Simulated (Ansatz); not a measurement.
Species: CSe2, SMILES `[Se]=C=[Se]` with one electron removed (charge 1, multiplicity 2).

Task: Give a relaxed geometry from B3LYP-D3(BJ)/def2-TZVP run with Ansatz (a quantum-chemistry and plane-wave program).

Result: the end point of this relaxation (outside a Z-matrix the atoms follow the SMILES, hydrogens last).
Cartesian coordinates (Å) in one orientation:
```xyz
3

Se    -1.513    -0.766     0.000
C      0.000     0.000     0.000
Se     1.513     0.766     0.000
```
